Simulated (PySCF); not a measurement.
# Electric field gradients and quadrupole coupling constants

C2H6SSi.
SMILES with atom numbers: `[CH2:1]=[CH:2][SiH2:3][SH:4]` (hydrogens: H5, H6 on C1; H7 on C2; H8, H9 on Si3; H10 on S4)

Geometry (PBE0-D3(BJ)/def2-SVP, Å), atoms numbered from 1 in this order:
```xyz
10
C2H6SSi angstrom
C      1.5091    0.9127    0.3075
C      0.6127    0.2975   -0.4733
Si    -0.7727   -0.7431    0.2147
S     -2.7043   -0.0100   -0.3883
H      1.4736    0.8271    1.4000
H      2.3194    1.5260   -0.1027
H      0.6887    0.4205   -1.5616
H     -0.7521   -2.1309   -0.3323
H     -0.6309   -0.7706    1.7027
H     -2.5382    1.2071    0.1763
```

Field gradients from the PBE0/pcSseg-1 density (PySCF, non-relativistic), principal values in atomic units, ordered |Vxx| ≤ |Vyy| ≤ |Vzz|:

```csv
atom,Vxx,Vyy,Vzz
S4,0.2801,1.8838,-2.1639
```

**Question.** Find the asymmetry η = (Vxx − Vyy)/Vzz and the couplings χ = eQV/h (234.96 MHz × Q in barn × V in au), with Q(33S) = −0.0678 b.

**Answer.** 
| atom | environment | nucleus | η | χzz (MHz) | χxx (MHz) | χyy (MHz) |
| --- | --- | --- | --- | --- | --- | --- |
| S4 | sulfur bonded to Si and H | 33S | 0.74 | 34.47 | -4.46 | -30.01 |

**Question.** What is Vzz at S4 in SI units (1 au = 9.71736 × 10²¹ V/m²)?

**Answer.** -2.1639 au = -21.027 × 10²¹ V/m².

**Question.** And the gradient at the other heavy atoms, for which no coupling is worked out here?

**Answer.** 
```csv
atom,environment,Vzz (au),η
C1,terminal =CH2 carbon,0.383,0.33
C2,alkene CH carbon,0.351,0.34
Si3,SiH2 silicon,0.461,0.29
```

**Question.** What couplings would deuterons (Q(2H) = 0.00286 b) have in place of the hydrogens, at this geometry?

**Answer.** 
| atom | bonded to | bond length (Å) | Vzz (au) | η | χzz (kHz) |
| --- | --- | --- | --- | --- | --- |
| H5 | C1 | 1.096 | 0.2972 | 0.05 | 200 |
| H6 | C1 | 1.096 | 0.3001 | 0.04 | 202 |
| H7 | C2 | 1.098 | 0.2995 | 0.04 | 201 |
| H8 | Si3 | 1.492 | 0.1399 | 0.02 | 94 |
| H9 | Si3 | 1.495 | 0.1379 | 0.01 | 93 |
| H10 | S4 | 1.352 | 0.2231 | 0.14 | 150 |

One conformer (not necessarily the lowest) at the PBE0-D3(BJ)/def2-SVP geometry, without solvent, vibrations or thermal averaging. With a basis this small, the couplings can be 20 % off.
